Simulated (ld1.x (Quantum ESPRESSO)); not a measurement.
## Reading a pseudo-wave (C)

Columns: radius, all-electron u(r) and pseudo u(r) of the 2p shell (level -5.29 eV) of carbon in the configuration [He] 2s2 2p2; PBE, scalar-relativistic, RRKJ scheme, ld1.x (Quantum ESPRESSO) 7.5.

```tsv
r (bohr)	all-electron	pseudo
0.152	0.0948	0.0237
0.305	0.2599	0.0922
0.458	0.4135	0.1962
0.610	0.5328	0.3212
0.762	0.6186	0.4520
0.915	0.6737	0.5740
1.068	0.7019	0.6736
1.220	0.7088	0.7416
1.372	0.7000	0.7755
1.525	0.6801	0.7768
1.678	0.6527	0.7508
1.830	0.6206	0.7060
1.982	0.5859	0.6510
2.135	0.5498	0.5930
2.288	0.5135	0.5382
2.440	0.4781	0.4897
2.592	0.4439	0.4480
2.745	0.4109	0.4118
2.898	0.3797	0.3798
3.050	0.3505	0.3505
3.202	0.3232	0.3232
3.355	0.2974	0.2974
3.508	0.2735	0.2735
3.660	0.2515	0.2515
3.812	0.2310	0.2310
3.965	0.2120	0.2120
```

Q: How many radial nodes do the two functions have?

A: The all-electron 2p function has n − l − 1 = 0; the pseudo-wave has 0.

Q: At about which radius was the pseudo-wave matched?

A: 3.00 bohr, where the columns begin to agree (steps of 0.15 bohr).

Q: Is the pseudo-wave norm-conserving?

A: Yes: the RRKJ scheme keeps the norm inside the radius equal to the all-electron one, which fixes the energy derivative of the logarithmic derivative at the level.
